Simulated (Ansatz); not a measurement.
## GeF2 (SMILES [F][Ge][F]): the energy, rung by rung

GeF2: 3 atoms, total charge 0, spin state singlet. As SMILES, `[F][Ge][F]`. The shape comes from GFN2-xTB, which is rough for such elements, and wasn't checked as a minimum.

```xyz
3

Ge    0.0045   -0.0079   -0.8123
F     1.3208   -0.0187    0.4151
F    -1.3253    0.0267    0.3972
```

Quantity: the energy change with the Ge1–F3 bond stretched from 1.798 to 2.697 Å, in eV. The values are calculated.

```csv
level,kind,program,value (eV),less FCI/STO-3G
HF/STO-3G (restricted),Hartree–Fock,Ansatz,5.79,+2.40
SVWN5/STO-3G (restricted),LDA,Ansatz,4.53,+1.14
BHLYP/STO-3G (restricted),global hybrid,Ansatz,5.15,+1.76
PBE0/STO-3G (restricted),global hybrid,Ansatz,4.76,+1.37
B2PLYP/STO-3G (restricted),double hybrid,Ansatz,4.56,+1.17
MP2/STO-3G (restricted),perturbation theory,Ansatz,4.52,+1.13
CCSD(T)/STO-3G (restricted),coupled cluster or CI,Ansatz,3.40,+0.01
CCSDT(Q)/STO-3G (restricted),coupled cluster or CI,Ansatz,3.39,0.00
FCI/STO-3G,exact in the basis,Ansatz,3.39,0.00
```

FCI/STO-3G is exact within its basis and frozen core, so for wave-function methods in that basis the difference is their error; functionals converge differently with the basis, so for them it is only a difference. A spin-restricted reference rises too steeply as a bond breaks; here HF/STO-3G, SVWN5/STO-3G, BHLYP/STO-3G, PBE0/STO-3G, B2PLYP/STO-3G, MP2/STO-3G lie well above the multireference or unrestricted value. All-electron rows without a relativistic Hamiltonian named are non-relativistic. The first shape isn't each level's own minimum. The values span 3.39 to 5.79 eV. All rows use very small basis sets, so none should be taken for the real molecule's value. In the correlated wave-function rows the outer d shell of Ge is correlated, in sets not made for it.
